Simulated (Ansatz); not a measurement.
Cl2GeH2O2, SMILES `[OH][Ge]([OH])([Cl])[Cl]`, 7 atoms. The species carries charge 0 and has multiplicity 1. Correlated methods include outer-core shells of Ge, which these sets cover unevenly. Scalar relativity is left out up to krypton. All runs use 4 threads of an Arm Neoverse V1 on a shared host. Correlated methods freeze the cores.

Task: Give the basis size and wall time and peak host memory of each of these runs in Ansatz. RKS BLYP-D4/def2-TZVPP energy; RKS PBE0-D4/def2-TZVP frequencies; RKS HSE06 (plane-wave form)-D4/def2-TZVPP energy; RHF-CCSD(T)/def2-SVP energy; RKS PBE0-D4/def2-SVP energy; RHF-MP2/def2-QZVPP energy; direct RPA on PBE orbitals/def2-TZVPP energy; RHF-CCSD(T)/def2-TZVPP energy; RKS PBE0-D4/def2-TZVP relaxation (9 steps); RKS PBE0-D4/def2-QZVPP energy; RKS ωB97M-V/def2-SVP energy; RKS ωB97M-V/def2-QZVPP energy. (Estimate.)

Result: Computed: Other jobs shared the machine, so times are rough.

```json
{"level": "RKS PBE0-D4/def2-SVP", "job": "energy", "functions": "106", "wall time": "1.4 s", "peak host memory (GiB)": "0.42"}
{"level": "RKS BLYP-D4/def2-TZVPP", "job": "energy", "functions": "222", "wall time": "2.5 s", "peak host memory (GiB)": "0.32"}
{"level": "RKS HSE06 (plane-wave form)-D4/def2-TZVPP", "job": "energy", "functions": "222", "wall time": "4.2 s", "peak host memory (GiB)": "0.78"}
{"level": "direct RPA on PBE orbitals/def2-TZVPP", "job": "energy", "functions": "222", "wall time": "4.9 s", "peak host memory (GiB)": "0.47"}
{"level": "RKS ωB97M-V/def2-SVP", "job": "energy", "functions": "106", "wall time": "6 s", "peak host memory (GiB)": "0.42"}
{"level": "RHF-CCSD(T)/def2-SVP", "job": "energy", "functions": "106", "wall time": "6.5 s", "peak host memory (GiB)": "0.44"}
{"level": "RKS PBE0-D4/def2-QZVPP", "job": "energy", "functions": "403", "wall time": "11 s", "peak host memory (GiB)": "1.7"}
{"level": "RHF-MP2/def2-QZVPP", "job": "energy", "functions": "403", "wall time": "20 s", "peak host memory (GiB)": "2"}
{"level": "RKS ωB97M-V/def2-QZVPP", "job": "energy", "functions": "403", "wall time": "23 s", "peak host memory (GiB)": "2"}
{"level": "RKS PBE0-D4/def2-TZVP", "job": "relaxation (9 steps)", "functions": "196", "wall time": "43 s", "peak host memory (GiB)": "0.63"}
{"level": "RKS PBE0-D4/def2-TZVP", "job": "frequencies", "functions": "196", "wall time": "2.3 min", "peak host memory (GiB)": "0.63"}
{"level": "RHF-CCSD(T)/def2-TZVPP", "job": "energy", "functions": "222", "wall time": "3 min", "peak host memory (GiB)": "3.5"}
```
